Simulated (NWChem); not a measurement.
Species: CAlClFNO; SMILES [N]([Al]([Cl])[F])=C=O

```xyz
6

Al    -0.3646     0.5293    -0.2105
Cl    -2.1456    -0.4936    -0.4840
F     -0.3121     2.1456    -0.5398
N      1.0804    -0.2794     0.3583
C      2.0755    -0.8327     0.7450
O      3.0388    -1.3698     1.1194
```
Atoms are numbered in this order, from 1.

Computed with NWChem. Pople sets run with spherical d functions. All runs use the structure optimised with PBE0/def2-SVP. GIAO values for the isolated, static molecule; σ is the absolute isotropic shielding, δ = σ(reference) − σ with the isolated reference molecule computed at the same levels (13C: tetramethylsilane, 19F: trichlorofluoromethane, 15N: ammonia, 17O: water).

For level Hartree-Fock/6-31G*:

```
Item          Value
-----------  ------
σ Al1 (ppm)   554.3
σ Cl2 (ppm)  1066.3
δ F3 (ppm)   -107.1
δ N4 (ppm)     21.5
δ O6 (ppm)    101.2
```

Question: How do the values read with level LDA (Slater exchange, VWN5)/pcSseg-1 instead?

Answer: The σ Al1 (ppm) is 444.6. The σ Cl2 (ppm) is 952.6 and the δ F3 (ppm) is -167.6. The δ N4 (ppm) comes out as 56.5 and the δ O6 (ppm) is 156.1.
